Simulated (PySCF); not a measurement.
ClGeH5SSi, SMILES Cl[SiH2][S][GeH3].

Geometry: B3LYP-D3(BJ)/def2-SVP. The structure was generated by enumeration, and PubChem lists no compound with its InChIKey, so it may never have been made. The values are those of a single conformer.

These are TDDFT-CAM-B3LYP/def2-SVPD run with PySCF values and carry that method's errors.

Vertical excitations. Gas-phase values at a fixed geometry.

```csv
state,energy (eV),λ (nm),f,main pairs
S1,5.64,220,0.007,HOMO→LUMO 89 %
S2,6.23,199,0.019,HOMO→LUMO+1 86 %
S3,6.67,186,0.013,"HOMO→LUMO+3 52 %, HOMO→LUMO+2 28 %"
S4,7.06,176,0.004,"HOMO→LUMO+2 61 %, HOMO→LUMO+3 22 %"
S5,7.13,174,0.024,"HOMO−1→LUMO 59 %, HOMO→LUMO+4 21 %"
S6,7.31,170,0.055,"HOMO→LUMO+4 60 %, HOMO−1→LUMO 18 %"
S7,7.50,165,0.049,"HOMO−1→LUMO+1 25 %, HOMO−2→LUMO 19 %, HOMO−2→LUMO+1 14 %, HOMO−2→LUMO+2 11 %"
S8,7.57,164,0.045,"HOMO−1→LUMO+1 41 %, HOMO−2→LUMO 21 %, HOMO−2→LUMO+2 11 %, HOMO−2→LUMO+1 7 %"
S9,7.79,159,0.002,"HOMO→LUMO+5 31 %, HOMO−2→LUMO+1 16 %, HOMO−1→LUMO+3 12 %, HOMO→LUMO+6 10 %"
S10,7.85,158,0.108,"HOMO→LUMO+5 27 %, HOMO−4→LUMO 14 %, HOMO−2→LUMO+1 14 %, HOMO−3→LUMO 13 %"
T1,5.23,237,0,HOMO→LUMO 87 %
T2,5.81,214,0,HOMO→LUMO+1 74 %
T3,6.32,196,0,"HOMO→LUMO+3 46 %, HOMO→LUMO+2 27 %"
T4,6.46,192,0,"HOMO−1→LUMO 59 %, HOMO−3→LUMO 15 %"
```
Triplets are in the Tamm–Dancoff approximation, which puts them higher than full response would, so one can lie above its singlet here.
